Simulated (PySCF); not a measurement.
Work out the structure from these simulated measurements.

Elements present: C, H and Si. Monoisotopic mass: 140.1021 u.

- Triplet: lowest triplet excitation (Tamm–Dancoff): 6.51 eV [TDA wB97X-D/def2-SVPD]
- 1H NMR: chemical shifts (computed TMS as zero) by class: 4.74 (1 H), 4.39 (1 H), 2.69 (1 H), 2.21 (1 H), 2.19 (1 H), 1.85 (1 H), 1.58 (1 H), 1.36 (1 H), 0.90 (3 H), 0.86 (1 H), 0.55 (1 H), 0.53 (1 H), 0.48 (1 H), -0.16 (1 H) ppm [GIAO KT2/pcSseg-1]
- Rotational structure: rotational constants A, B, C: 2.676, 0.770, 0.706 GHz [PBE0-D3(BJ)/def2-SVP]
- UV, first state: lowest singlet excitation: 6.87 eV (180 nm, f = 0.027) [TDDFT wB97X-D/def2-SVPD]
- Polarisability: 117.1 au [wB97X-D/def2-SVPD]
- UV, strongest line: among the 10 lowest singlet transitions: S10 at 8.23 eV (151 nm, f = 0.043) [TDDFT wB97X-D/def2-SVPD]
- 13C NMR: chemical shifts (computed TMS as zero) by class: 41.1 (1 C), 32.1 (1 C), 31.1 (1 C), 30.2 (1 C), 16.2 (1 C), 15.7 (1 C), 5.3 (1 C), 5.2 (1 C) ppm [GIAO KT2/pcSseg-1]
- Dipole: 0.51 D [wB97X-D/def2-SVPD]

Gas-phase values; electronic properties from PySCF, density fitting. Levels stand in brackets. Geometry: PBE0-D3(BJ)/def2-SVP, one conformer, isolated molecule. NMR values are class means; diastereotopic atoms form classes of their own.

Q: Which formula fits the mass and the elements?

A: C8H16Si (calculated 140.1021). No other formula that holds each of these elements comes within 0.0003 u with a fitting electron parity and a possible valence count.

Q: Propose a structure and show how it fits.

A: Numbering: `[CH3:1][CH2:2][C@@H:3]1[CH2:4][C@@H:5]([CH:6]2[CH2:7][CH2:8]2)[SiH2:9]1`. Its formula, C8H16Si, gives 2 degrees of unsaturation: 2 rings and 0 π bonds in the structure found. 8 carbons fall into 8 classes; from least to most shielded: four-membered-ring carbon [C4] (41.1 ppm), chain CH2 carbon [C2] (32.1 ppm), ring sp3 carbon bound to silicon [C3] (31.1 ppm), ring sp3 carbon bound to silicon [C5] (30.2 ppm), methyl carbon [C1] (16.2 ppm), three-membered-ring carbon [C6] (15.7 ppm), three-membered-ring carbon [C8] (5.3 ppm), three-membered-ring carbon [C7] (5.2 ppm). Hydrogen classes from least to most shielded: 1 H on an SiH2 silicon, Si9 (4.74 ppm), 1 H on an SiH2 silicon, Si9 (4.39 ppm), 1 H on a four-membered-ring carbon, C4 (2.69 ppm), 1 H on an sp3 carbon bound to silicon, C5 (2.21 ppm), 1 H on a four-membered-ring carbon, C4 (2.19 ppm), 1 H on an sp3 carbon bound to silicon, C3 (1.85 ppm), 1 H on a chain CH2 carbon, C2 (1.58 ppm), 1 H on a chain CH2 carbon, C2 (1.36 ppm), 3 H on a methyl carbon, C1 (0.90 ppm), 1 H on a three-membered-ring carbon, C6 (0.86 ppm), 1 H on a three-membered-ring carbon, C8 (0.55 ppm), 1 H on a three-membered-ring carbon, C7 (0.53 ppm); 2 more classes are left out. The optimised geometry has point group C1 and is an asymmetric top. Structure: `CC[C@@H]1C[C@@H](C2CC2)[SiH2]1`. Computed isomers that give other values at the same levels: `C1CC[Si]2(C1)CCCC2` (rotational constant A: 2.838 GHz; this holds for the one conformer computed); `C=CC[Si](C)(C)CC=C` (rotational constant A: 1.790 GHz; this holds for the one conformer computed); `[SiH3]/C1=C\CCCCCC1` (rotational constant A: 1.613 GHz; this holds for the one conformer computed). The assignments are read from this structure; whether some other isomer fits the data as well wasn't checked. The mirror image fits equally.

The values belong to the conformer `[CH3:1][CH2:2][C@@H:3]1[CH2:4][C@@H:5]([CH:6]2[CH2:7][CH2:8]2)[SiH2:9]1`: C1–C2–C3–C4 -64°, C4–C5–C6–C7 154°.
